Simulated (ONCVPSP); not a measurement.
**bromine, ONCV: configuration errors across variants**

* Element: bromine
* Generator: ONCVPSP 4.0.1
* Type: optimised norm-conserving Vanderbilt (ONCV)
* Functional: LDA (Perdew-Zunger)
* Relativity: fully relativistic
* Frozen core: [Ne]
* Valence charge: 25
* Reference configuration: 3s2 3p6 3d10 4s2 4p5
* Partial waves: 3s+4s: rc 0.95 bohr, ncon 4, nbas 7, qcut 11.1 1/bohr, 2 projectors; 3p+4p: rc 0.80 bohr, ncon 3, nbas 6, qcut 20.4 1/bohr, 2 projectors; 3d: rc 0.60 bohr, ncon 4, nbas 8, qcut 24.3 1/bohr, 2 projectors, debl 3.3 Ha
* Local potential: polynomial inside 0.45 bohr (lpopt 5, dvloc0 1 Ha)
* Core correction: polynomial model core, fcfact 0.45

Open shells are filled in proportion to 2j + 1.

All-electron excitation energies from the reference (eV): (1) 3s2 3p6 3d10 4s2 4p4 12.714; (2) 3s2 3p6 3d10 4s2 4p3 35.664; (3) 3s2 3p6 3d10 4s2 4p2 69.893; (4) 3s2 3p5 3d10 4s2 4p5 185.279.

Errors AE − PS in meV (a dash: test not solved or not reliable):

```tsv
change	(1)	(2)	(3)	(4)	bound ghosts	GHOST(+) flags above zero
base	+2.0	+5.2	+9.9	+44	none	s
p: qcut 11.8	+2.2	+5.6	+11	+58	none	s
p: qcut 15.1	+2.0	+5.2	+9.9	+40	none	s
p: qcut 17.8	+2.0	+5.2	+9.9	+42	none	s
p: qcut 19.5	+2.1	+5.2	+9.9	+45	none	s
p: qcut 22.8	+2.1	+5.2	+10.0	+48	none	s
p: qcut 25.9	+2.1	+5.2	+10.0	+48	none	s
p: qcut 29.6	+2.1	+5.2	+10.0	+48	none	s
```

Task: Give the same row for: p: qcut 28.4.

Result: +2.1, +5.2, +10.0, +48; bound ghosts: none; GHOST(+) flags above zero: s.
